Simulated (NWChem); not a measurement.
# SiHCl3 (trichlorosilane): name the method

The species is SiHCl3 (5 atoms), meant as a singlet with charge 0. As SMILES, `Cl[SiH](Cl)Cl`. Geometry: relaxed at PBE0-D4/def2-TZVP.

```xyz
5

Cl    1.6909   -0.5714    0.8919
Si   -0.0813   -0.0127    0.0754
Cl    0.0177    1.9337   -0.4913
Cl   -0.4760   -1.1705   -1.5442
H    -1.1513   -0.1791    1.0681
```

Orbital energies are those of the mean-field step.

A calculation with NWChem 7.3.0 gave:

The total energy is -1668.2519 Eh. The HOMO energy is -12.78 eV and the LUMO energy is 2.12 eV. The HOMO–LUMO gap is 14.90 eV.

Q: Which of these levels gave the numbers?
A. CCSD(T)/def2-SVPD
B. r2SCAN/def2-SVPD
C. B3LYP/6-31G* (spherical functions)
D. B3LYP/6-31G* (Cartesian functions)

A: A. The others give -1670.8277 Eh (B3LYP/6-31G* (Cartesian functions)), -1670.2299 Eh (r2SCAN/def2-SVPD), -1670.8163 Eh (B3LYP/6-31G* (spherical functions)).
